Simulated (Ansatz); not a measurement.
H$_{11}$Si$_{6}$ (SMILES [SiH]1[SiH2][SiH2][SiH2][SiH2][SiH2]1), doublet, at a GFN2-xTB geometry. Base run: PBE0/STO-3G (Ansatz, a program for electronic structure).

Geometry (Å):
```xyz
17

Si    -2.0093     0.3108     1.0401
Si    -0.9992     1.8884    -0.3079
Si     1.3319     1.8671    -0.1996
Si     2.1654    -0.2939    -0.4375
Si     0.5255    -1.9024    -0.7903
Si    -1.2204    -1.8445     0.7527
H     -1.8750     0.7194     2.4583
H     -1.5555     3.2339    -0.1151
H     -1.3803     1.5543    -1.6944
H      1.7093     2.3993     1.1204
H      1.9742     2.8016    -1.1357
H      3.1910    -0.3374    -1.4888
H      2.9126    -0.6564     0.7774
H      1.0931    -3.2463    -0.9594
H     -0.0885    -1.6312    -2.1023
H     -0.7726    -2.4725     2.0073
H     -2.3233    -2.7230     0.3270
```
Charge 0, spin multiplicity 2.
Orbitals are unrestricted.
All else is at Ansatz's defaults.
Base energy -1722.76185 Eh.

Variants of this job, named by their change:

```json
[
 {"change": "base", "ΔE vs base (µEh)": "0.0"},
 {"change": "lower_state_search = full", "ΔE vs base (µEh)": "0.0"},
 {"change": "point_charge = charge:1.0 position_ang:2.409, -0.9254, -6.2761", "ΔE vs base (µEh)": "-1521"},
 {"change": "accuracy = high", "ΔE vs base (µEh)": "-7.6"},
 {"change": "final_grid = 6, 12, 29", "ΔE vs base (µEh)": "8.8"},
 {"change": "forces = on", "ΔE vs base (µEh)": "0.0"},
 {"change": "point_charge = charge:-1.0 position_ang:-2.6505, -5.9461, -1.3549", "ΔE vs base (µEh)": "-1849"},
 {"change": "nuclear_model = gaussian", "ΔE vs base (µEh)": "674"},
 {"change": "final_grid = 4, 8, 17", "ΔE vs base (µEh)": "1146"},
 {"change": "final_grid = 10, 20, 41", "ΔE vs base (µEh)": "-0.4"},
 {"change": "fitting.mean_field = cc-pVTZ-JKFIT", "ΔE vs base (µEh)": "-1123"}
]
```
